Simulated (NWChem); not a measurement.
System: CH7NSi; SMILES [SiH2](N)C

```xyz
10

Si    -0.4954     0.0563     0.0000
C      0.4561    -1.5787     0.0000
N      0.4357     1.5275     0.0000
H     -1.3519     0.0978     1.2186
H     -1.3519     0.0978    -1.2186
H      1.0947    -1.6765    -0.8861
H      1.0947    -1.6765     0.8861
H     -0.2431    -2.4253     0.0000
H      0.9536     1.7872    -0.8314
H      0.9536     1.7872     0.8314
```
Atoms are numbered in this order, from 1.

Results from NWChem. All runs use the structure optimised with B3LYP/6-31G* (spherical d).

For level Hartree-Fock/STO-3G:

| Property | Result |
|---|---|
| highest occupied level (eV) | -8.02 |
| orbital gap (eV) | 21.33 |
| dipole (D) | 1.10 |

Problem. How do the values read with level Hartree-Fock/3-21G instead?

Solution. 
- highest occupied level (eV) = -10.26
- orbital gap (eV) = 15.68
- dipole (D) = 1.85
